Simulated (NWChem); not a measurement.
Everything below was run with NWChem. System: C₂F₃O, charge 0, spin multiplicity 2, at a geometry optimised with UPBE0/def2-SVP. The structure started from a generated list of species. Its SCF solution wasn't tested for a lower state. Level: UPBE/def2-TZVP.

Input file:

```
start mol
memory heap 200 mb stack 900 mb global 1100 mb
geometry units angstroms nocenter noautoz noautosym
  O      2.070012     0.061080    -0.031761
  C      1.095216    -0.518481     0.257323
  C     -0.353140    -0.026753     0.012735
  F     -0.386406     1.144958    -0.604622
  F     -0.962817     0.085766     1.182247
  F     -0.985504    -0.921528    -0.729431
end
basis spherical
  * library def2-tzvp
end
dft
  xc xpbe96 cpbe96
  odft
  mult 2
  semidirect memsize 60000000 filesize 0
  iterations 100
end
task dft energy
```

NWChem printed:

```
             Northwest Computational Chemistry Package (NWChem) 7.3.0
             --------------------------------------------------------

                                NWChem Input Module
                                -------------------

 Scaling coordinates for geometry "geometry" by  1.889725989
 (inverse scale =  0.529177249)

                             Geometry "geometry" -> ""
                             -------------------------

 Output coordinates in angstroms (scale by  1.889725989 to convert to a.u.)

  No.       Tag          Charge          X              Y              Z
 ---- ---------------- ---------- -------------- -------------- --------------
    1 O                    8.0000     2.07001200     0.06108000    -0.03176100
    2 C                    6.0000     1.09521600    -0.51848100     0.25732300
    3 C                    6.0000    -0.35314000    -0.02675300     0.01273500
    4 F                    9.0000    -0.38640600     1.14495800    -0.60462200
    5 F                    9.0000    -0.96281700     0.08576600     1.18224700
    6 F                    9.0000    -0.98550400    -0.92152800    -0.72943100

 Effective nuclear repulsion energy (a.u.)     242.3951551831

            Nuclear Dipole moment (a.u.)
            ----------------------------
        X                 Y               Z
 ---------------- ---------------- ----------------
     0.0000170075     0.0000000000     0.0000113384


 Summary of "ao basis" -> "" (spherical)
 ------------------------------------------------------------------------------
       Tag                 Description            Shells   Functions and Types
 ---------------- ------------------------------  ------  ---------------------
 *                         def2-tzvp                  on all atoms

  pbe96 is a nonlocal functional; adding pw91lda local functional.

                                 NWChem DFT Module
                                 -----------------

 Summary of "ao basis" -> "ao basis" (spherical)
 ------------------------------------------------------------------------------
       Tag                 Description            Shells   Functions and Types
 ---------------- ------------------------------  ------  ---------------------
 O                         def2-tzvp                11       31   5s3p2d1f
 C                         def2-tzvp                11       31   5s3p2d1f
 F                         def2-tzvp                11       31   5s3p2d1f

 Summary of "ao basis" -> "ao basis" (spherical)
 ------------------------------------------------------------------------------
       Tag                 Description            Shells   Functions and Types
 ---------------- ------------------------------  ------  ---------------------
 O                         def2-tzvp                11       31   5s3p2d1f
 C                         def2-tzvp                11       31   5s3p2d1f
 F                         def2-tzvp                11       31   5s3p2d1f

            General Information
            -------------------
          SCF calculation type: DFT
          Wavefunction type:  spin polarized.
          No. of atoms     :     6
          No. of electrons :    47
           Alpha electrons :    24
            Beta electrons :    23
          Charge           :     0
          Spin multiplicity:     2
          Use of symmetry is: off; symmetry adaption is: off
          Maximum number of iterations: 100
          AO basis - number of functions:   186
                     number of shells:    66
          Convergence on energy requested:  1.00D-06
          Convergence on density requested:  1.00D-05
          Convergence on gradient requested:  5.00D-04

              XC Information
              --------------
          PerdewBurkeErnzerhof Exchange Functional  1.000
            Perdew 1991 LDA Correlation Functional  1.000 local
           PerdewBurkeErnz. Correlation Functional  1.000 non-local

             Grid Information
             ----------------
          Grid used for XC integration:  medium
          Radial quadrature: Mura-Knowles
          Angular quadrature: Lebedev.
          Tag              B.-S. Rad. Rad. Pts. Rad. Cut. Ang. Pts.
          ---              ---------- --------- --------- ---------
          O                   0.60       49           8.0       434
          C                   0.70       49           8.0       434
          F                   0.50       49           9.0       434
          Grid pruning is: on
          Number of quadrature shells:   294
          Spatial weights used:  Erf1

          Convergence Information
          -----------------------
          Convergence aids based upon iterative change in
          total energy or number of iterations.
          Levelshifting, if invoked, occurs when the
          HOMO/LUMO gap drops below (HL_TOL):  1.00D-02
          DIIS, if invoked, will attempt to extrapolate
          using up to (NFOCK): 10 stored Fock matrices.

                    Damping( 0%)  Levelshifting(0.5)       DIIS
                  --------------- ------------------- ---------------
          dE  on:    start            ASAP                start
          dE off:    2 iters        100 iters           100 iters

      Screening Tolerance Information
      -------------------------------
          Density screening/tol_rho:  1.00D-10
          AO Gaussian exp screening on grid/accAOfunc:  14
          CD Gaussian exp screening on grid/accCDfunc:  20
          XC Gaussian exp screening on grid/accXCfunc:  20
          Schwarz screening/accCoul:  1.00D-08
[...]
   Bfn.  Coefficient  Atom+Function         Bfn.  Coefficient  Atom+Function
  ----- ------------  ---------------      ----- ------------  ---------------
    67      1.448695  3 C  s                 74     -1.114258  3 C  px
   160     -1.060549  6 F  s                129     -1.042285  5 F  s
    98     -0.602262  4 F  s                 66      0.586045  3 C  s
    36      0.520213  2 C  s                 71     -0.480197  3 C  px
   138      0.477261  5 F  pz                43     -0.393274  2 C  px

                     DFT Final Beta Molecular Orbital Analysis
                     -----------------------------------------

 Vector   21  Occ=1.000000D+00  E=-3.937927D-01
              MO Center=  1.4D-01,  4.0D-01, -2.1D-01, r^2= 2.5D+00
   Bfn.  Coefficient  Atom+Function         Bfn.  Coefficient  Atom+Function
  ----- ------------  ---------------      ----- ------------  ---------------
    99      0.353737  4 F  px               102      0.285321  4 F  px
     7     -0.191179  1 O  py                37      0.191593  2 C  px
   105      0.174590  4 F  px               161      0.157941  6 F  px
    40      0.155008  2 C  px               130      0.154746  5 F  px
    10     -0.146345  1 O  py               164      0.128309  6 F  px

 Vector   22  Occ=1.000000D+00  E=-3.808402D-01
              MO Center= -7.5D-01,  1.6D-01, -8.2D-02, r^2= 2.0D+00
   Bfn.  Coefficient  Atom+Function         Bfn.  Coefficient  Atom+Function
  ----- ------------  ---------------      ----- ------------  ---------------
   131     -0.293595  5 F  py               101      0.290211  4 F  pz
   163     -0.244497  6 F  pz               134     -0.237202  5 F  py
   104      0.234407  4 F  pz               166     -0.197563  6 F  pz
   162      0.163654  6 F  py               137     -0.155694  5 F  py
   100      0.153016  4 F  py               107      0.152863  4 F  pz

 Vector   23  Occ=1.000000D+00  E=-3.635891D-01
              MO Center=  8.7D-01, -3.2D-01,  1.6D-01, r^2= 2.7D+00
   Bfn.  Coefficient  Atom+Function         Bfn.  Coefficient  Atom+Function
  ----- ------------  ---------------      ----- ------------  ---------------
     6      0.278908  1 O  px                 9      0.214264  1 O  px
    35      0.213279  2 C  s                 38     -0.175108  2 C  py
   161     -0.170466  6 F  px               130     -0.166116  5 F  px
     7     -0.138543  1 O  py               164     -0.138215  6 F  px
   133     -0.134752  5 F  px                36      0.129966  2 C  s

 Vector   24  Occ=0.000000D+00  E=-1.483453D-01
              MO Center=  1.1D+00, -5.0D-01,  2.5D-01, r^2= 1.8D+00
   Bfn.  Coefficient  Atom+Function         Bfn.  Coefficient  Atom+Function
  ----- ------------  ---------------      ----- ------------  ---------------
    36      0.495413  2 C  s                 66     -0.277465  3 C  s
    38     -0.264147  2 C  py                 7      0.240745  1 O  py
    41     -0.228492  2 C  py                13      0.211312  1 O  py
    35      0.207393  2 C  s                 10      0.201181  1 O  py
    68     -0.201786  3 C  px                71     -0.179570  3 C  px

 Vector   25  Occ=0.000000D+00  E=-1.043221D-01
              MO Center=  1.1D+00, -3.3D-01,  1.6D-01, r^2= 1.8D+00
   Bfn.  Coefficient  Atom+Function         Bfn.  Coefficient  Atom+Function
  ----- ------------  ---------------      ----- ------------  ---------------
    42      0.355002  2 C  pz                39      0.338219  2 C  pz
     8     -0.279787  1 O  pz                45      0.280748  2 C  pz
    14     -0.276339  1 O  pz                11     -0.236258  1 O  pz
    41      0.177597  2 C  py                38      0.169250  2 C  py
     7     -0.140203  1 O  py                13     -0.138409  1 O  py

 Vector   26  Occ=0.000000D+00  E= 5.477942D-02
              MO Center=  6.0D-01,  1.4D-01, -7.2D-02, r^2= 4.1D+00
   Bfn.  Coefficient  Atom+Function         Bfn.  Coefficient  Atom+Function
  ----- ------------  ---------------      ----- ------------  ---------------
    36     -1.568211  2 C  s                  5      1.504859  1 O  s
    67     -0.755006  3 C  s                 98      0.729927  4 F  s
    43     -0.637146  2 C  px                12     -0.409515  1 O  px
    44     -0.407143  2 C  py                75     -0.404525  3 C  py
    72     -0.375461  3 C  py               106     -0.308636  4 F  py

   alpha - beta orbital overlaps
   -----------------------------

   alpha      1      2      3      4      5      6      7      8      9     10
    beta      1      2      3      4      5      6      7      8      9     10
 overlap   1.000  1.000  1.000  1.000  1.000  1.000  1.000  1.000  1.000  1.000

   alpha     11     12     13     14     15     16     17     18     19     20
    beta     11     12     13     14     15     17     16     18     19     21
 overlap   0.997  0.996  1.000  0.999  0.989  0.948  0.976  0.987  0.869  0.951

   alpha     21     22     23     24     25     26     27     28     29     30
    beta     20     23     22     24     25     26     27     28     29     30
 overlap   0.994  0.924  1.000  0.994  0.999  0.999  0.996  0.998  0.960  0.968

   alpha     31     32     33     34     35     36     37     38     39     40
    beta     31     32     33     34     35     36     37     38     39     40
 overlap   0.997  0.908  0.885  0.911  0.998  0.919  0.996  0.997  0.999  0.903

   alpha     41     42     43     44     45     46     47     48     49     50
    beta     41     42     43     44     45     46     47     48     49     50
 overlap   0.902  0.911  0.911  0.995  0.999  0.910  0.905  0.996  0.965  0.976

   alpha     51     52     53     54     55     56     57     58     59     60
    beta     51     52     53     54     55     56     57     58     59     60
 overlap   0.995  0.995  0.996  0.993  0.999  0.999  0.997  0.995  0.999  0.999

   alpha     61     62     63     64     65     66     67     68     69     70
    beta     61     62     63     64     65     66     67     68     69     70
 overlap   0.994  0.994  0.989  0.986  0.992  0.999  0.972  0.981  0.998  0.996

   alpha     71     72     73     74     75     76     77     78     79     80
    beta     71     72     73     74     75     76     77     78     79     80
 overlap   0.997  0.998  0.999  1.000  0.998  0.995  0.995  0.999  0.999  1.000

   alpha     81     82     83     84     85     86     87     88     89     90
    beta     81     82     83     84     85     86     87     88     89     90
 overlap   0.998  0.997  0.996  0.995  0.998  1.000  0.999  0.998  0.998  0.999

   alpha     91     92     93     94     95     96     97     98     99    100
    beta     91     92     93     94     95     96     97     98    100     99
 overlap   0.997  0.996  0.997  0.997  0.993  0.998  0.988  0.997  0.972  0.980

   alpha    101    102    103    104    105    106    107    108    109    110
    beta    101    102    103    105    103    106    107    108    109    110
 overlap   0.972  0.966  0.697  0.971  0.705  0.976  0.943  0.963  0.994  0.994

   alpha    111    112    113    114    115    116    117    118    119    120
    beta    111    112    113    114    115    116    117    118    119    120
 overlap   0.999  0.999  0.999  0.999  0.999  0.980  0.982  1.000  0.997  0.997

   alpha    121    122    123    124    125    126    127    128    129    130
    beta    121    122    123    124    125    126    127    128    129    130
 overlap   0.997  0.981  0.982  0.998  0.997  1.000  0.998  0.999  1.000  1.000

   alpha    131    132    133    134    135    136    137    138    139    140
    beta    131    132    133    134    135    136    137    138    139    140
 overlap   1.000  1.000  1.000  1.000  1.000  1.000  1.000  1.000  0.939  0.939

   alpha    141    142    143    144    145    146    147    148    149    150
    beta    141    142    143    144    145    147    146    148    149    150
 overlap   0.996  1.000  1.000  0.970  0.995  0.844  0.841  0.999  0.993  1.000

   alpha    151    152    153    154    155    156    157    158    159    160
    beta    151    152    153    154    155    156    157    158    159    160
 overlap   0.962  0.953  0.999  1.000  1.000  0.996  0.999  0.997  1.000  1.000

   alpha    161    162    163    164    165    166    167    168    169    170
    beta    161    162    163    164    165    166    167    168    169    170
 overlap   0.999  0.999  1.000  1.000  1.000  1.000  1.000  1.000  1.000  1.000

   alpha    171    172    173    174    175    176    177    178    179    180
    beta    171    172    173    174    175    176    177    178    180    179
 overlap   1.000  1.000  1.000  1.000  1.000  1.000  1.000  1.000  0.985  0.985

   alpha    181    182    183    184    185    186
    beta    181    182    183    184    185    186
 overlap   1.000  1.000  1.000  1.000  1.000  1.000

     --------------------------
     Expectation value of S2:
     --------------------------
      <S2> =      0.7521 (Exact =     0.7500)

 center of mass
 --------------
 x =  -0.04562127 y =   0.00600859 z =  -0.00294963

 moments of inertia (a.u.)
 ------------------
         317.440727247919          -9.315695409147           4.489697884308
          -9.315695409147         598.837875073252           0.323805446038
           4.489697884308           0.323805446038         599.023000030817

     Multipole analysis of the density
     ---------------------------------

     L   x y z        total         alpha         beta         nuclear
     -   - - -        -----         -----         ----         -------
     0   0 0 0      0.000000    -24.000000    -23.000000     47.000000

     1   1 0 0     -0.151988     -1.159537      1.007532      0.000017
     1   0 1 0     -0.049986      0.465040     -0.515026      0.000000
     1   0 0 1      0.023783     -0.231594      0.255366      0.000011

     2   2 0 0    -24.995423   -124.325603   -117.264626    216.594806
     2   1 1 0     -0.209283     -1.035415     -3.136496      3.962629
     2   1 0 1      0.098631      0.480833      1.525497     -1.907698
     2   0 2 0    -23.625866    -51.159875    -48.010293     75.544302
     2   0 1 1      0.408209      0.971214     -0.255257     -0.307749
     2   0 0 2    -23.018963    -49.779975    -48.461464     75.222476

 Task  times  cpu:       81.0s     wall:       81.0s

 Total times  cpu:       81.0s     wall:       81.0s
```
